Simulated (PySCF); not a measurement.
## Löwdin shares of the frontier orbitals

Species: C5H10FNSi.
Geometry (GFN2-xTB, Å), atoms numbered from 1 in this order:
```xyz
18
C5H10FNSi angstrom
C     -2.717    1.025    0.252
N     -1.567    0.767   -0.173
C     -1.272   -0.488   -0.769
Si    -0.092   -1.435    0.411
C      1.322   -0.229    0.871
C      2.129    0.133   -0.318
C      2.047    1.219   -1.064
F      3.026   -0.834   -0.656
H     -3.573    0.345    0.174
H     -2.890    1.982    0.722
H     -0.740   -0.291   -1.702
H     -2.169   -1.083   -0.993
H     -0.808   -1.804    1.638
H      0.410   -2.627   -0.277
H      0.897    0.675    1.302
H      1.971   -0.696    1.611
H      2.680    1.359   -1.922
H      1.338    1.988   -0.826
```

Method used: PySCF 2.14.0, density-fitted response routines, TDDFT CAM-B3LYP/def2-SVPD, vertical, gas phase, core orbitals frozen in the response.

Kohn–Sham orbitals with the atoms that hold most of them (Löwdin shares over 4%, at most four atoms; ? is withheld):

```csv
orbital,ε (eV),atoms
HOMO-3,-10.97,"Si4 24%, H13 20%, C5 17%, C6 8%"
HOMO-2,-9.49,"C3 23%, N2 23%, C1 21%, Si4 14%"
HOMO-1,-8.89,?
HOMO,-8.39,?
LUMO,0.57,"C1 33%, N2 31%, H9 9%, H10 7%"
LUMO+1,1.20,"Si4 21%, C7 12%, C6 11%, C1 9%"
LUMO+2,1.42,"C1 14%, C6 11%, C3 10%, C7 10%"
```

Q: Which atoms hold the HOMO-1, and with what shares?

A: N2 (bonded to 2 C) 56%; C1 (bonded to N and 2 H) 13%; C3 (bonded to N, Si and 2 H) 11%; H9 (bonded to C) 5%. By element: nitrogen 56%, carbon 24% or more, hydrogen 5% or more.

Q: Which atoms hold the HOMO, and with what shares?

A: C7 (bonded to C and 2 H) 35%; C6 (bonded to 2 C and F) 26%; C5 (bonded to C, Si and 2 H) 10%; F8 (bonded to C) 8%. By element: carbon 71% or more, fluorine 8%.

Q: How does S1 compare with the orbital gap of 8.96 eV?

A: S1 is at 4.94 eV (f = 0.0011), 4.03 eV below the gap, made of HOMO-1→LUMO (90%). Its leading pair isn't HOMO and LUMO; the energies of that pair differ by 9.47 eV. Without the coupling terms of the response equations the lowest excitation would equal the gap.

Q: Give energy, strength and leading configuration of S1 and S2, and follow the Löwdin shares of the leading atoms from the occupied to the empty orbital.

A: 
- S1 (4.94 eV, f 0.0011), HOMO-1→LUMO (90%): N2 56% → 31%, C1 13% → 33%
- S2 (6.70 eV, f 0.045), HOMO→LUMO (83%): C7 35% → at most 8%, C6 26% → at most 8%, C1 at most 9% → 33%, N2 at most 9% → 31%

Löwdin shares depend on the basis, the more so with diffuse functions.

One conformer stands for the species.
